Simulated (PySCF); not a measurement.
**Electric field gradients and quadrupole coupling constants**

C₆H₁₀N₂Si.
Geometry (GFN2-xTB, Å), atoms numbered from 1 in this order:
```xyz
19
C6H10N2Si angstrom
C     -2.150    0.074   -1.542
C     -0.971    0.135   -0.933
C     -0.762   -0.001    0.509
C     -1.914   -0.478    1.345
N      0.314    0.237    1.144
C      1.547    0.687    0.588
Si     2.541   -0.875    0.011
C      1.505    1.666   -0.458
N      1.488    2.467   -1.279
H     -3.074   -0.068   -1.007
H     -2.232    0.181   -2.610
H     -0.082    0.302   -1.526
H     -2.303   -1.416    0.954
H     -1.581   -0.621    2.369
H     -2.715    0.260    1.335
H      2.111    1.135    1.420
H      2.572   -1.768    1.164
H      3.873   -0.422   -0.383
H      1.824   -1.485   -1.108
```

Field gradients from the PBE0/pcSseg-1 density (PySCF, non-relativistic), principal values in atomic units, ordered |Vxx| ≤ |Vyy| ≤ |Vzz|:

```
atom     Vxx     Vyy      Vzz
  N5  0.5123  0.5796  -1.0919
  N9  0.3980  0.5486  -0.9466
```

**Question.** Find the asymmetry η = (Vxx − Vyy)/Vzz and the couplings χ = eQV/h (234.96 MHz × Q in barn × V in au), with Q(14N) = 0.02044 b.

**Answer.** 
```tsv
atom	environment	nucleus	η	χzz (MHz)	χxx (MHz)	χyy (MHz)
N5	imine nitrogen	14N	0.06	-5.24	2.46	2.78
N9	nitrile nitrogen	14N	0.16	-4.546	1.911	2.635
```

**Question.** What is Vzz at N5 in SI units (1 au = 9.71736 × 10²¹ V/m²)?

**Answer.** -1.0919 au = -10.611 × 10²¹ V/m².

**Question.** What couplings would deuterons (Q(2H) = 0.00286 b) have in place of the hydrogens, at this geometry?

**Answer.** 
```
atom  bonded to  bond length (Å)  Vzz (au)     η  χzz (kHz)
 H10         C1            1.077    0.3337  0.04        224
 H11         C1            1.077    0.3330  0.03        224
 H12         C2            1.082    0.3161  0.10        212
 H13         C4            1.088    0.3128  0.03        210
 H14         C4            1.086    0.3140  0.01        211
 H15         C4            1.089    0.3127  0.03        210
 H16         C6            1.100    0.2856  0.06        192
 H17        Si7            1.459    0.1649  0.01        111
 H18        Si7            1.461    0.1621  0.02        109
 H19        Si7            1.462    0.1614  0.03        108
```

The structure is a single GFN2-xTB conformer in the gas phase; no vibrational or solvent corrections. GFN2-xTB bond lengths can be off by several hundredths of an ångström, more for odd bonds, and the gradients follow them. With a basis this small, the couplings can be 20 % off.

These values come from a run that also computed NMR shieldings. Time: 39 s of wall time; peak memory 0.94 GiB. Hardware: one thread of an Arm Neoverse V2, shared host with 192 logical CPUs at a one-minute load of 104.
